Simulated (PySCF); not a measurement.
Potential energy curve for LiNa, singlet.

Methods: RKS-wB97X-V = restricted wB97X-V/cc-pVTZ (PySCF 2.14.0); UKS-B3LYP/6-31G* = PySCF 2.14.0 with unrestricted B3LYP/6-31G*, spherical d; UKS-BHandHLYP = unrestricted BHandHLYP/cc-pVTZ (PySCF); UCCSD(T) = CCSD(T) on UHF/cc-pVTZ, 1 core orbital frozen (PySCF 2.14.0).

Energies relative to the lowest point of each curve near equilibrium, in kJ/mol:

```json
[
 {"R / Å": "2.33", "RKS-wB97X-V": "30.4", "UKS-B3LYP/6-31G*": "26.7", "UKS-BHandHLYP": "28.0"},
 {"R / Å": "2.64", "RKS-wB97X-V": "5.0", "UKS-B3LYP/6-31G*": "4.1", "UKS-BHandHLYP": "4.3"},
 {"R / Å": "2.93", "RKS-wB97X-V": "0.0", "UKS-B3LYP/6-31G*": "0.0", "UKS-BHandHLYP": "0.0"},
 {"R / Å": "3.37", "RKS-wB97X-V": "11.7", "UKS-B3LYP/6-31G*": "10.5", "UKS-BHandHLYP": "11.2"},
 {"R / Å": "3.61", "RKS-wB97X-V": "23.3", "UKS-B3LYP/6-31G*": "20.2", "UKS-BHandHLYP": "21.8"},
 {"R / Å": "3.91", "RKS-wB97X-V": "40.0", "UKS-B3LYP/6-31G*": "33.7", "UKS-BHandHLYP": "35.4"},
 {"R / Å": "4.39", "RKS-wB97X-V": "68.5", "UKS-B3LYP/6-31G*": "51.8", "UKS-BHandHLYP": "51.3"},
 {"R / Å": "4.87", "RKS-wB97X-V": "96.0", "UKS-B3LYP/6-31G*": "63.2", "UKS-BHandHLYP": "61.2"},
 {"R / Å": "5.86", "RKS-wB97X-V": "144.4", "UKS-B3LYP/6-31G*": "73.5", "UKS-BHandHLYP": "70.0"},
 {"R / Å": "6.39", "RKS-wB97X-V": "165.1", "UKS-B3LYP/6-31G*": "75.5", "UKS-BHandHLYP": "71.7"},
 {"R / Å": "7.17", "RKS-wB97X-V": "189.6", "UKS-B3LYP/6-31G*": "76.7", "UKS-BHandHLYP": "72.7"},
 {"R / Å": "8.84", "RKS-wB97X-V": "223.8", "UKS-B3LYP/6-31G*": "77.3", "UKS-BHandHLYP": "73.2"}
]
```

Q: Estimate the UCCSD(T) values at these points.

A: 2.33: 26.6; 2.64: 4.4; 2.93: 0.0; 3.37: 9.9; 3.61: 19.4; 3.91: 32.4; 4.39: 51.9; 4.87: 66.8; 5.86: 82.0; 6.39: 84.5; 7.17: 85.9; 8.84: 86.7 (kJ/mol).

The restricted form behind RKS-wB97X-V keeps the bonding electrons paired and can't separate into open-shell fragments. The unrestricted determinant behind UKS-B3LYP/6-31G* is spin-contaminated at 4.39 to 8.84 Å (<S²> up to 1.0, against 0.00 for a pure singlet). The unrestricted determinant behind UKS-BHandHLYP is spin-contaminated at 3.91 to 8.84 Å (<S²> up to 1.0, against 0.00 for a pure singlet). The unrestricted determinant behind UCCSD(T) is spin-contaminated at 2.33 to 8.84 Å (<S²> up to 1.0, against 0.00 for a pure singlet).
